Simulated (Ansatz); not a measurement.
Correlation energies of C$_{2}$F$_{3}$Si, SMILES `[C]#C[Si](F)(F)F` radical by basis set

```xyz
6

C    -0.7552    0.1939   -2.3529
C    -0.3869    0.0994   -1.2054
Si    0.1604   -0.0412    0.4996
F     1.6856    0.3029    0.6155
F    -0.0612   -1.5008    1.0274
F    -0.6426    0.9458    1.4158
```

The species carries charge 0 and has multiplicity 2. Geometry: relaxed with PBE0-D4/def2-TZVP. Frozen core, unrestricted reference, Ansatz. CBS rows extrapolate triple and quadruple zeta; past MP2 they add the triple-zeta difference.

```csv
basis,HF (Eh),MP2 corr.
def2-SVP,-662.64968,-0.81884
def2-TZVPP,-663.24927,-1.07521
def2-QZVPP,-663.27655,-1.17414
```

Problem. Estimate the CCSD correlation energy and the (T) correction in each basis where they were run (hartree).

Solution. 
```tsv
basis	CCSD corr.	(T)
def2-SVP	-0.85900	-0.02038
def2-TZVPP	-1.10875	-0.03991
CBS(def2)	-1.28095	as TZ
```

The UHF reference is spin-contaminated (⟨S²⟩ = 1.18, T1 = 0.038).
